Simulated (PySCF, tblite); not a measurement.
Dissociation curve of SMILES SS (H₂S₂). The S1–S3 bond (S1 also carries H; S3 carries H) is varied alone, starting from the PBE0/def2-TZVP optimised geometry.

Levels of theory: GFN2-xTB, 300 K electronic temperature (tblite); UCCSD(T) = CCSD(T) on UHF/6-31G, 10 core orbitals frozen (PySCF).

Energies relative to the lowest point of each curve near equilibrium, in eV; the last columns give the difference from UCCSD(T):

| R / Å | GFN2-xTB | UCCSD(T) | GFN2-xTB − UCCSD(T) |
|---|---|---|---|
| 1.54 | 5.905 | 10.196 | -4.291 |
| 1.64 | 2.944 | 6.318 | -3.374 |
| 1.72 | 1.573 | 4.194 | -2.620 |
| 1.83 | 0.543 | 2.255 | -1.712 |
| 1.91 | 0.181 | 1.351 | -1.169 |
| 1.97 | 0.048 | 0.874 | -0.825 |
| 2.05 | 0.000 | 0.439 | -0.439 |
| 2.10 | 0.025 | 0.258 | -0.234 |
| 2.18 | 0.126 | 0.079 | 0.047 |
| 2.27 | 0.303 | 0.000 | 0.303 |
| 2.40 | 0.626 | 0.039 | 0.588 |
| 2.52 | 0.954 | 0.171 | 0.783 |
| 2.79 | 1.669 | 0.584 | 1.086 |
| 3.06 | 2.240 | 0.976 | 1.264 |
| 3.35 | 2.574 | 1.268 | 1.305 |
| 3.64 | 2.731 | 1.396 | 1.335 |
| 4.13 | 2.836 | 1.449 | 1.388 |
| 4.53 | 2.859 | 1.460 | 1.399 |
| 5.00 | 2.867 | 1.468 | 1.399 |
| 5.54 | 2.871 | 1.473 | 1.398 |
| 6.09 | 2.874 | 1.475 | 1.398 |
| 7.10 | 2.876 | 1.478 | 1.398 |

GFN2-xTB is furthest from UCCSD(T) at 1.54 (-4.291 eV, below); its mean absolute difference over the points is 1.352 eV.

The unrestricted determinant behind UCCSD(T) is spin-contaminated at 2.40 to 7.10 Å (<S²> up to 1.0, against 0.00 for a pure singlet).
